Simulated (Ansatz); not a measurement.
C3H2ClF5, SMILES `FC(F)(F)CC(F)(F)Cl`, relaxed with RKS PBE-D4/def2-SVP in Ansatz 0.2.0 from a rough embedded geometry. The force threshold is 0.03 eV/Å; the program also tests the step.

Total charge 0; spin multiplicity 1.

Start:

```xyz
11

F     0.258   -2.046    0.039
C     0.934   -0.896   -0.003
F     1.378   -0.652    1.229
F     2.012   -1.116   -0.768
C     0.114    0.252   -0.584
C    -0.959    0.795    0.355
F    -0.417    1.410    1.416
F    -1.666    1.741   -0.292
Cl   -2.091   -0.460    0.931
H    -0.364   -0.097   -1.502
H     0.801    1.070   -0.821
```

| step | energy (eV) | largest force (eV/Å) | largest move (Å) |
| --- | --- | --- | --- |
| 1 | -29212.9774 | 0.833 | 0.000 |
| 2 | -29213.0296 | 0.242 | 0.058 |
| 3 | -29213.0361 | 0.085 | 0.019 |
| 4 | -29213.0368 | 0.019 | 0.011 |
| 5 | -29213.0377 | 0.044 | 0.027 |
| 6 | -29213.0389 | 0.005 | 0.046 |
| 7 | -29213.0392 | 0.021 | 0.047 |

End:

```xyz
11

F     0.286   -2.050    0.154
C     0.969   -0.898    0.002
F     1.513   -0.576    1.195
F     1.983   -1.136   -0.865
C     0.102    0.227   -0.552
C    -0.981    0.795    0.358
F    -0.450    1.313    1.486
F    -1.603    1.805   -0.300
Cl   -2.222   -0.424    0.815
H    -0.372   -0.126   -1.487
H     0.775    1.070   -0.805
```

Run time 21 s (2 threads of an AMD EPYC 7R13 on a shared host); peak host memory 0.23 GiB.
